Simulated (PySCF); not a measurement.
# Vertical excitation energies

1,3,5,7-tetrabromoadamantane, C10H12Br4.
SMILES with atom numbers: `[Br:1][C@:2]12[CH2:3][C@:4]3([Br:5])[CH2:6][C@:7]([Br:8])([CH2:9]1)[CH2:10][C@:11]([Br:12])([CH2:13]2)[CH2:14]3` (hydrogens: H15, H16 on C3; H17, H18 on C6; H19, H20 on C9; H21, H22 on C10; H23, H24 on C13; H25, H26 on C14)

Method used: PySCF, TDDFT CAM-B3LYP/def2-SVPD, vertical, gas phase, core orbitals frozen in the response. Geometry: PBE0-D3(BJ)/def2-SVP; no solvent, vibrations or thermal averaging. Relativistic effects, spin–orbit coupling among them, are left out although an element past zinc is present.

| state | E (eV) | E (hartree) | f | symmetry | main configurations (H = HOMO, L = LUMO) |
| --- | --- | --- | --- | --- | --- |
| S1 | 5.73 | 0.2105 | 0.0000 | – | H-2/H-1/H→L (≥70%) |
| S2 | 5.73 | 0.2105 | 0.0000 | – | H-2/H-1/H→L (≥66%) |
| S3 | 5.73 | 0.2105 | 0.0000 | – | H-2/H-1/H→L (≥66%) |
| S4 | 5.95 | 0.2187 | 0.0088 | T2 | H-3→L (51%), H-2/H-1/H→L+1/L+2 (≥16%) |
| S5 | 5.95 | 0.2187 | 0.0088 | T2 | H-5→L (42%), H-4→L (9%) |
| S6 | 5.95 | 0.2187 | 0.0088 | T2 | H-4→L (48%), H-5→L (11%) |
| S7 | 6.05 | 0.2223 | 0.0000 | – | H-6→L (52%), H-2/H-1/H→L+1/L+2 (≥10%) |
| S8 | 6.05 | 0.2223 | 0.0000 | – | H-7→L (52%) |

Triplets (Tamm–Dancoff): T1 5.19 eV, H-2/H-1/H→L (≥54%); T2 5.19 eV, H-2/H-1/H→L (≥53%); T3 5.19 eV, H-2/H-1/H→L (≥47%).

The lowest singlet level (S1/S2/S3) comes at 216 nm (553 kJ/mol) in the ultraviolet; it is dark (f under 0.0005). The most intense listed level is S4/S5/S6 at 5.95 eV (208 nm, f = 0.026 summed), 0.22 eV above S1. S1/S2/S3, S4/S5/S6 and S7/S8 lie within about 0.01 eV of each other in each set; the point group Td has degenerate representations, and within a degenerate level the listed configurations can mix freely. Löwdin shares by element: HOMO (one of a set within 0.03 eV) bromine 79% (atoms not listed hold the other 21%); LUMO bromine 59% (atoms not listed hold the other 41%). Of the 8 states listed, none reaches f = 0.01 and 5 stay under 0.0005. Weighted by f, the mean energy of these states is 5.95 eV. Orbital energies (eV): HOMO-3 -9.78, HOMO-2 -9.45, HOMO-1 -9.45, HOMO -9.45, LUMO -0.66, LUMO+1 0.72, LUMO+2 0.72. Symmetry labels in Td follow from the direction of the transition dipole and are given only for states with f of 0.002 or more. Orbitals of the list HOMO-3 to LUMO+2 that lie within 0.01 eV of each other are written together with a slash and their weights summed (≥ marks a lower bound); for degenerate orbitals outside that list single weights are arbitrary. Singlets were solved by full linear response, triplets in the Tamm–Dancoff approximation. The highest level found (7.36 eV, f 0.237 so far) is left out, since the window may have cut off a degenerate partner.

The run took 12 min on Arm Neoverse V1, one thread, no GPU, on a shared host, and the process peaked at 4.0 GiB of memory.
